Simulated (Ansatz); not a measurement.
`[F][GeH2][SH]` and `[SH][GeH3]` differ in one atom or group.

Ansatz, PBE0-D4/def2-TZVP geometries, multiplicity 1. Each molecule was computed in one conformer, which needn't be the lowest.

Scalar relativity is left out up to krypton.

| property | `[F][GeH2][SH]` |
| --- | --- |
| size of the dipole moment (PBE/def2-TZVPP) / D | 1.82 |
| LUMO energy (ωB97M-V/def2-TZVPP) / eV | 1.79 |
| LUMO energy (PBE0/def2-TZVPP) / eV | -0.13 |
| LUMO energy (B3LYP/def2-TZVPP) / eV | -0.45 |
| HOMO–LUMO gap (PBE/def2-TZVPP) / eV | 5.58 |
| HOMO energy (B3LYP/def2-TZVPP) / eV | -7.69 |

Q: Give the same properties after the change, and the shifts. (Best estimate.)

A: Ansatz gave: 
| property | `[SH][GeH3]` | shift |
| --- | --- | --- |
| size of the dipole moment (PBE/def2-TZVPP) / D | 1.21 | -0.61 |
| LUMO energy (ωB97M-V/def2-TZVPP) / eV | 1.86 | 0.07 |
| LUMO energy (PBE0/def2-TZVPP) / eV | 0.01 | 0.14 |
| LUMO energy (B3LYP/def2-TZVPP) / eV | -0.27 | 0.18 |
| HOMO–LUMO gap (PBE/def2-TZVPP) / eV | 5.18 | -0.40 |
| HOMO energy (B3LYP/def2-TZVPP) / eV | -7.07 | 0.62 |

With PBE0 the HOMO rises by 0.63 eV and the LUMO rises by 0.14 eV, so the gap narrows by about 0.49 eV. PBE moves the HOMO by 0.61 eV and ωB97M-V by 0.65 eV. Dipoles are sizes alone; their direction can turn.

B3LYP here is the variant with VWN-RPA as its local correlation; programs differ in this.
